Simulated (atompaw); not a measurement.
neodymium (Nd) PAW (atompaw): all-electron and pseudo phase curves

* Element: Nd
* Generator: atompaw 4.2.0.5
* Type: PAW
* Functional: PBE
* Relativity: scalar-relativistic
* Frozen core: [Kr] 4d10
* Valence charge: 14
* Reference configuration: 4f4 5s2 5p6 5d0 6s1.75 6p0.25
* Partial waves: 5s (bound): rc 2.70 bohr; 6s (bound): rc 2.00 bohr; 5p (bound): rc 2.10 bohr; 6p (bound): rc 3.00 bohr; 5d (bound, empty): rc 3.00 bohr; 5d channel at 1.8 Ry: rc 3.00 bohr; 4f (bound): rc 1.20 bohr; 4f channel at 2.8 Ry: rc 1.20 bohr
* Local potential: troulliermartins scheme with l = 4 at 0 Ry, radius 2.75 bohr
* Core correction: smooth core density matched at 1.70 bohr
* Augmentation charge: sinc compensation charge, radius 2.95 bohr; PAW radius 3.00 bohr; waves and projectors: custom rrkj vanderbiltortho

The phase is arctan(r·u′/u) with u = r·R(r), unwrapped; energies in Ry, scanned from -5 to 5 Ry. A pole is an energy at which the radial function vanishes at the test radius. The pseudo phase is shifted by a multiple of π to meet the all-electron one at the reference energy, and phase errors are pseudo minus all-electron; the curves can meet again beyond the range given. Levels narrower than the energy grid can be missing from the lists of poles.

For each channel, where are the poles, and over which energies does the pseudopotential scatter like the atom?

```tsv
channel	radius (bohr)	reference energy (Ry)	poles, all-electron	poles, pseudo	unbroken range about the reference energy with phases within 0.05 rad	phase error 1 Ry above the reference energy (rad)
s	3.01	-0.27	-2.93, 2.67	-2.93, 1.45, 4.08	below 0.5	-0.062
p	3.01	-0.10	-1.45, 3.91	-1.45, 3.89	below 4.8	+0.015
d	3.01	-0.16	0.68	0.68	below 2.7	+0.001
f	3.01	-0.15	-0.09, 3.32	-0.09, 3.32	the whole range	-0.001
```

Phases in the d channel:

| E (Ry) | all-electron | pseudo |
| --- | --- | --- |
| -5.00 | 1.418 | 1.420 |
| -4.76 | 1.414 | 1.416 |
| -4.52 | 1.410 | 1.411 |
| -4.28 | 1.405 | 1.407 |
| -4.04 | 1.399 | 1.401 |
| -3.80 | 1.394 | 1.396 |
| -3.56 | 1.387 | 1.389 |
| -3.32 | 1.380 | 1.382 |
| -3.08 | 1.371 | 1.374 |
| -2.84 | 1.362 | 1.364 |
| -2.60 | 1.351 | 1.353 |
| -2.36 | 1.338 | 1.340 |
| -2.12 | 1.322 | 1.324 |
| -1.88 | 1.302 | 1.304 |
| -1.64 | 1.276 | 1.279 |
| -1.40 | 1.242 | 1.244 |
| -1.16 | 1.192 | 1.195 |
| -0.92 | 1.112 | 1.115 |
| -0.68 | 0.962 | 0.964 |
| -0.44 | 0.594 | 0.596 |
| -0.20 | -0.365 | -0.365 |
| 0.04 | -1.120 | -1.119 |
| 0.28 | -1.391 | -1.389 |
| 0.52 | -1.517 | -1.516 |
| 0.76 | -1.594 | -1.593 |
| 1.00 | -1.651 | -1.650 |
| 1.24 | -1.700 | -1.700 |
| 1.48 | -1.749 | -1.748 |
| 1.72 | -1.802 | -1.802 |
| 1.96 | -1.869 | -1.869 |
| 2.20 | -1.962 | -1.960 |
| 2.44 | -2.110 | -2.101 |
| 2.68 | -2.383 | -2.350 |
| 2.92 | -2.927 | -2.821 |
| 3.16 | -3.639 | -3.484 |
| 3.40 | -4.078 | -3.960 |
| 3.64 | -4.296 | -4.209 |
| 3.88 | -4.417 | -4.348 |
| 4.12 | -4.494 | -4.434 |
| 4.36 | -4.546 | -4.492 |
| 4.60 | -4.585 | -4.534 |
| 4.84 | -4.615 | -4.566 |
